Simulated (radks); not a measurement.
Task: The mean radii <r> (bohr) of the occupied orbitals of an atom or ion are listed with their occupations. Calculated with a radial shooting solver on a logarithmic mesh with Libxc functionals: Dirac Kohn-Sham, PBE, spin-unpolarised, spherical densities, finite nucleus; Fermi nuclear charge, rms radius of each element as measured or else 0.836 A^(1/3) + 0.57 fm.

| orbital | occ. | <r> |
|---|---|---|
| 1s1/2 | 2 | 0.06959 |
| 2s1/2 | 2 | 0.3247 |
| 2p1/2 | 2 | 0.2880 |
| 2p3/2 | 4 | 0.2907 |
| 3s1/2 | 2 | 1.007 |
| 3p1/2 | 2 | 1.080 |
| 3p3/2 | 4 | 1.089 |
| 3d3/2 | 2 | 1.517 |
| 4s1/2 | 1 | 3.190 |

Name the element and its charge. Open shells, if any, fill j = l - 1/2 first.

Result: Z = 22, titanium, charge +1: Ti+ in [Ar] 3d2 4s1. The 1s radius gives Z: for a bare nucleus <r> = (2 gamma + 1)/(2Z) with gamma = sqrt(1 - (Z/c)^2), 0.06759 bohr for Z = 22, and screening makes it slightly larger (0.06959 here). The occupations add up to 21, and the charge is Z minus that.
